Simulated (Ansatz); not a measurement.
`[F][GeH2][SiH2]Cl` + CH₃NH₂ → `C[NH][GeH2][F]` + `[SiH3]Cl` at 600 K and 1 bar (cleavage of the Ge–Si bond).

Program: Ansatz. Geometries: PBE0-D4/def2-TZVP. ΔE: electronic, gas phase. CCSD(T)/CBS adds triple-zeta CCSD(T) − MP2 to the extrapolated MP2 energy (def2 sets, frozen cores). This one scheme is used for every species. For Ge outer-core shells are correlated without core-valence functions, which leaves a few kJ/mol of doubt a bond. Scalar relativity is left out up to krypton. Each species was taken in one conformer, which may not be the lowest.

```json
{"species": "`[F][GeH2][SiH2]Cl`", "CCSD(T)/CBS energy (Eh)": "-2927.24228", "H − E (kJ/mol)": "154.4", "S (J/(mol·K))": "444.4"}
{"species": "CH₃NH₂", "CCSD(T)/CBS energy (Eh)": "-95.75281", "H − E (kJ/mol)": "199.3", "S (J/(mol·K))": "283.8"}
{"species": "`C[NH][GeH2][F]`", "CCSD(T)/CBS energy (Eh)": "-2272.30685", "H − E (kJ/mol)": "246.4", "S (J/(mol·K))": "414.2"}
{"species": "`[SiH3]Cl`", "CCSD(T)/CBS energy (Eh)": "-750.69636", "H − E (kJ/mol)": "99.4", "S (J/(mol·K))": "294.6"}
```

H − E and S are ideal-gas, rigid-rotor, harmonic terms from PBE0-D4/def2-TZVP, for one conformer and one mirror image of each species. 1 Eh = 2625.50 kJ/mol, R = 8.31446 J/(mol·K).

Q: By hand: ΔE, ΔH, ΔS and ΔG.

A: ΔE = (-2272.30685) + (-750.69636) − (-2927.24228) − (-95.75281) = -0.00812 Eh = -21.3 kJ/mol. Δ(H − E) = 246.4 + 99.4 − 154.4 − 199.3 = -7.9, so ΔH = -29.2 kJ/mol. ΔS = 414.2 + 294.6 − 444.4 − 283.8 = -19.4 J/(mol·K). ΔG = -29.2 − 600 × (-19.4)/1000 = -17.6 kJ/mol.

Q: By hand: the equilibrium constant, and the temperature at which ΔG would vanish if ΔH and ΔS stayed fixed.

A: log₁₀ K = −ΔG/(RT ln 10) = 1.5. ΔG = 0 at ΔH/ΔS = 1505 K, though so small a ΔS makes that figure unsure.

TΔS isn't small against ΔH here. A doubt of 5 kJ/mol in ΔE shifts log₁₀ K by 0.4 here. Other conformers and mirror images would add mixing entropy, several J/(mol·K) or more a flexible species. Modes under 60 cm⁻¹, often nearly free rotors, make the harmonic entropy too high. These are equilibria of isolated gas molecules and say nothing of rates. Largest T1 diagnostic: 0.011 (customary marks: 0.02 for closed shells, 0.045 for open ones).
